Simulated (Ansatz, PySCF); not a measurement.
Here is a job for Ansatz (a quantum-chemistry and plane-wave program).
Ansatz 0.2 input:
```yaml
crystal:
  periodic: [false, false, false]
  atoms:
    - {symbol: Cd, position_ang: [-0.24990741, -0.15685804, -0.19594938]}
    - {symbol: C, position_ang: [1.26333355, 0.79294976, 0.99056455]}
    - {symbol: H, position_ang: [1.79956127, -0.02050473, 1.49205259]}
    - {symbol: H, position_ang: [0.72593198, 1.44551340, 1.68777248]}
    - {symbol: H, position_ang: [1.89006125, 1.34647864, 0.28235779]}
basis:
  gaussian:
    orbitals: def2-SVP
hamiltonian:
  xc: {name: wB97X}
total_charge: 1
accuracy: high
```

Q: Convert this to an input for PySCF.

A: Several could match; the one computed here: 
```python
from pyscf import gto, scf, dft

mol = gto.Mole()
mol.atom = '''
    Cd   -0.24990741   -0.15685804   -0.19594938
    C     1.26333355    0.79294976    0.99056455
    H     1.79956127   -0.02050473    1.49205259
    H     0.72593198    1.44551340    1.68777248
    H     1.89006125    1.34647864    0.28235779
'''
mol.basis = 'def2-svp'
mol.ecp = {'Cd': 'def2-svp'}
mol.charge = 1
mol.verbose = 4
mol.build()

mf = dft.RKS(mol)
mf.xc = 'wb97x'
mf.grids.atom_grid = (99, 590)
mf.grids.prune = None
mf.kernel()
```

Both were run: Ansatz gave -207.313555 Eh and PySCF -207.313718 Eh, 0.163 mEh apart.
